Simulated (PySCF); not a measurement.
## Calculated data, CH5B2O, B2H4NSi, AlH4N2Si, CH5AlF and others

Calculation on a computer-drawn molecule: the log of a Hartree-Fock and frozen-core CCSD(T) single point meant for a local Hartree-Fock minimum, with one planted fault or none, to be diagnosed. Offsets are logged minus clean, where the clean run is the same molecule without the fault. The reference is restricted for singlets and unrestricted otherwise, and also for a bond in bohr or an excited solution. Adding or removing an electron swaps singlet and doublet. The excited solution moves the top pair (singlet) or top alpha electron (doublet) to the lowest empty orbital. Highest occupied and lowest empty are orbital energies over both spins, largest force is the largest gradient component, triples share is (T) over the correlation energy, the T1 limit is 0.02 restricted and 0.045 unrestricted, electrons count all cores, a negative frequency is imaginary (commonest isotopes), and the dipole is about the centre of nuclear charge. Program: PySCF 2.14.0.

Common to all runs: logged SCF converged yes; logged CC converged yes; logged SCF stable within its kind yes; possible faults no fault, one electron removed, one electron added, multiplicity raised by two, geometry at a saddle point, SCF held on an excited solution, minimal basis STO-3G, one bond length entered in bohr, all coordinates scaled.

```yaml
- entry: 1
  formula: CH5B2O
  logged_structure:
    atoms_angstrom:
      - [B, -0.3577, -2.4941, -1.5201]
      - [O, 0.082, -0.9784, -1.3378]
      - [B, 1.1741, -0.3772, -1.4987]
      - [C, 2.3787, 0.3631, -1.6614]
      - [H, -0.7391, -2.8833, -0.4163]
      - [H, 0.6157, -3.1339, -1.9201]
      - [H, -1.275, -2.4953, -2.3409]
      - [H, 3.0944, 0.4694, -0.8567]
      - [H, 2.6472, 0.812, -2.6087]
  given:
    meant_charge: -1
    meant_multiplicity: 1
    meant_basis: aug-cc-pVDZ
    logged_electrons: 29
    logged_basis_functions: 137
    logged_spin_squared: 0.7593
    "logged_highest_occupied [eV]": -10.38
    "logged_lowest_empty [eV]": -0.95235
    "logged_largest_force [hartree/bohr]": 0.11628
    logged_T1_diagnostic: 0.020533
    logged_D1_diagnostic: 0.090526
    logged_triples_share: 0.032303
    "logged_dipole_magnitude [debye]": 8.7845
    "logged_energy_HF [hartree]": -164.99354
    "logged_energy_CCSD(T) [hartree]": -165.54953
    drawn_bonds_atom: [1, 2, 3, 1, 1, 1, 4, 4]
    drawn_bonds_other_atom: [2, 3, 4, 5, 6, 7, 8, 9]
    drawn_bonds_order: [1, 1, 2, 1, 1, 1, 1, 1]
  results:
    planted_fault: "one electron removed"
    "HF_energy_offset_from_clean_run [kcal/mol]": 47.16
    "CCSD(T)_energy_offset_from_clean_run [kcal/mol]": 73.29
- entry: 2
  formula: B2H4NSi
  logged_structure:
    atoms_angstrom:
      - [B, 0.1793, -1.0878, -3.3587]
      - ["N", -0.5007, -0.241, -2.6811]
      - [B, -1.1902, 0.6176, -1.9937]
      - [Si, -2.284, 1.9799, -0.903]
      - [H, 0.7999, -1.8604, -3.9772]
      - [H, -2.4098, 3.1424, -1.7929]
      - [H, -3.5543, 1.2933, -0.6312]
      - [H, -1.4686, 2.2272, 0.2941]
  given:
    meant_charge: 1
    meant_multiplicity: 1
    meant_basis: "cc-pV(D+d)Z"
    logged_electrons: 34
    logged_basis_functions: 85
    logged_spin_squared: 0.0
    "logged_highest_occupied [eV]": -17.989
    "logged_lowest_empty [eV]": -3.9798
    "logged_largest_force [hartree/bohr]": 1.2833e-05
    "logged_lowest_frequency [cm^-1]": 110.66
    logged_T1_diagnostic: 0.015341
    logged_D1_diagnostic: 0.036143
    logged_triples_share: 0.03555
    "logged_dipole_magnitude [debye]": 4.9113
    "logged_energy_HF [hartree]": -394.87539
    "logged_energy_CCSD(T) [hartree]": -395.31077
    drawn_bonds_atom: [1, 2, 3, 1, 4, 4, 4]
    drawn_bonds_other_atom: [2, 3, 4, 5, 6, 7, 8]
    drawn_bonds_order: [1, 2, 1, 1, 1, 1, 1]
  results:
    planted_fault: "no fault"
    "HF_energy_offset_from_clean_run [kcal/mol]": 0.0
    "CCSD(T)_energy_offset_from_clean_run [kcal/mol]": 0.0
- entry: 3
  formula: AlH4N2Si
  logged_structure:
    atoms_angstrom:
      - ["N", -1.3968, -0.8591, 1.701]
      - [Al, -1.1792, -0.5714, 0.1532]
      - ["N", -0.9723, -0.2688, -1.5756]
      - [Si, 0.4917, -0.0245, -2.4867]
      - [H, -1.4984, -1.029, 2.6702]
      - [H, -1.8109, -0.2553, -2.1344]
      - [H, 1.6035, -0.0222, -1.5031]
      - [H, 0.4702, 1.257, -3.2378]
  given:
    meant_charge: 0
    meant_multiplicity: 2
    meant_basis: "cc-pV(D+d)Z"
    logged_electrons: 44
    logged_basis_functions: 94
    logged_spin_squared: 0.0
    "logged_highest_occupied [eV]": -12.694
    "logged_lowest_empty [eV]": -7.0466
    "logged_largest_force [hartree/bohr]": 0.074533
    logged_T1_diagnostic: 0.049939
    logged_D1_diagnostic: 0.21015
    logged_triples_share: 0.042349
    "logged_dipole_magnitude [debye]": 10.708
    "logged_energy_HF [hartree]": -641.75306
    "logged_energy_CCSD(T) [hartree]": -642.29583
    drawn_bonds_atom: [1, 2, 3, 1, 3, 4, 4]
    drawn_bonds_other_atom: [2, 3, 4, 5, 6, 7, 8]
    drawn_bonds_order: [2, 1, 1, 1, 1, 1, 1]
  results:
    planted_fault: "one electron removed"
    "HF_energy_offset_from_clean_run [kcal/mol]": 184.9
    "CCSD(T)_energy_offset_from_clean_run [kcal/mol]": 177.3
  notes: ["T1 above single-reference limit"]
- entry: 4
  formula: CH5AlF
  logged_structure:
    atoms_angstrom:
      - [C, -1.0832, -1.4902, -0.448]
      - [Al, -0.2245, -1.4114, 1.3844]
      - [F, 1.2608, -2.2634, 1.3158]
      - [H, -1.2798, -2.5239, -0.7659]
      - [H, -2.0464, -0.9597, -0.4728]
      - [H, -0.4471, -1.0334, -1.2193]
      - [H, -1.1847, -2.1304, 2.5092]
      - [H, 0.088, 0.1448, 1.8139]
  given:
    meant_charge: -1
    meant_multiplicity: 1
    meant_basis: "aug-cc-pV(D+d)Z"
    logged_electrons: 34
    logged_basis_functions: 24
    logged_spin_squared: 0.0
    "logged_highest_occupied [eV]": -1.2255
    "logged_lowest_empty [eV]": 20.993
    "logged_largest_force [hartree/bohr]": 0.046796
    logged_T1_diagnostic: 0.0079372
    logged_D1_diagnostic: 0.022277
    logged_triples_share: 0.013118
    "logged_dipole_magnitude [debye]": 1.8286
    "logged_energy_HF [hartree]": -377.27017
    "logged_energy_CCSD(T) [hartree]": -377.40026
    drawn_bonds_atom: [1, 2, 1, 1, 1, 2, 2]
    drawn_bonds_other_atom: [2, 3, 4, 5, 6, 7, 8]
    drawn_bonds_order: [1, 1, 1, 1, 1, 1, 1]
  results:
    planted_fault: "minimal basis STO-3G"
    "HF_energy_offset_from_clean_run [kcal/mol]": 3130
    "CCSD(T)_energy_offset_from_clean_run [kcal/mol]": 3369
- entry: 5
  formula: H9NSi3
  logged_structure:
    atoms_angstrom:
      - ["N", -1.2893, -0.4239, -2.3491]
      - [Si, -2.2764, -0.6981, -0.952]
      - [Si, -0.9161, -0.481, 0.9718]
      - [Si, 1.0817, -1.7337, 0.7496]
      - [H, -1.6741, -0.6381, -3.2518]
      - [H, -0.7663, 0.431, -2.4072]
      - [H, -2.7969, -2.0829, -1.0471]
      - [H, -3.4584, 0.1998, -0.8298]
      - [H, -0.5582, 0.9477, 1.1859]
      - [H, -1.6682, -0.9417, 2.1686]
      - [H, 0.77, -3.1435, 0.4107]
      - [H, 1.8597, -1.7132, 2.013]
      - [H, 1.922, -1.1597, -0.3289]
  given:
    meant_charge: 0
    meant_multiplicity: 1
    meant_basis: "cc-pV(D+d)Z"
    logged_electrons: 58
    logged_basis_functions: 41
    logged_spin_squared: 0.0
    "logged_highest_occupied [eV]": -7.5335
    "logged_lowest_empty [eV]": 10.018
    "logged_largest_force [hartree/bohr]": 0.040987
    logged_T1_diagnostic: 0.0054355
    logged_D1_diagnostic: 0.021795
    logged_triples_share: 0.0093285
    "logged_dipole_magnitude [debye]": 1.1512
    "logged_energy_HF [hartree]": -915.81233
    "logged_energy_CCSD(T) [hartree]": -916.03883
    drawn_bonds_atom: [1, 2, 3, 1, 1, 2, 2, 3, 3, 4, 4, 4]
    drawn_bonds_other_atom: [2, 3, 4, 5, 6, 7, 8, 9, 10, 11, 12, 13]
    drawn_bonds_order: [1, 1, 1, 1, 1, 1, 1, 1, 1, 1, 1, 1]
  results:
    planted_fault: "minimal basis STO-3G"
    "HF_energy_offset_from_clean_run [kcal/mol]": 6718
    "CCSD(T)_energy_offset_from_clean_run [kcal/mol]": 6934
- entry: 6
  formula: AlBH5OSi
  logged_structure:
    atoms_angstrom:
      - [B, -3.1141, -0.3708, 1.2681]
      - [Si, -1.464, -0.6231, 0.3371]
      - [O, -0.4301, 0.544, -0.1019]
      - [Al, 0.5399, 1.8826, -0.4744]
      - [H, -3.4906, 0.7209, 1.5929]
      - [H, -3.7659, -1.347, 1.5188]
      - [H, -0.9293, -1.928, -0.0976]
      - [H, 1.6133, 2.3289, 0.5815]
      - [H, 0.3184, 2.5869, -1.8605]
  given:
    meant_charge: 0
    meant_multiplicity: 2
    meant_basis: "cc-pV(D+d)Z"
    logged_electrons: 45
    logged_basis_functions: 99
    logged_spin_squared: 0.7598
    "logged_highest_occupied [eV]": -7.6536
    "logged_lowest_empty [eV]": 1.1462
    "logged_largest_force [hartree/bohr]": 3.9274e-05
    "logged_lowest_frequency [cm^-1]": 56.276
    logged_T1_diagnostic: 0.016523
    logged_D1_diagnostic: 0.050024
    logged_triples_share: 0.024427
    "logged_dipole_magnitude [debye]": 2.217
    "logged_energy_HF [hartree]": -633.35063
    "logged_energy_CCSD(T) [hartree]": -633.82657
    drawn_bonds_atom: [1, 2, 3, 1, 1, 2, 4, 4]
    drawn_bonds_other_atom: [2, 3, 4, 5, 6, 7, 8, 9]
    drawn_bonds_order: [1, 1, 1, 1, 1, 1, 1, 1]
  results:
    planted_fault: null
```

Question: Which fault was planted in the run of AlBH5OSi (entry 6)?
Answer: no fault

Further results for AlBH5OSi (entry 6):

```
HF energy offset from clean run      : 0 kcal/mol
CCSD(T) energy offset from clean run : 0 kcal/mol
```
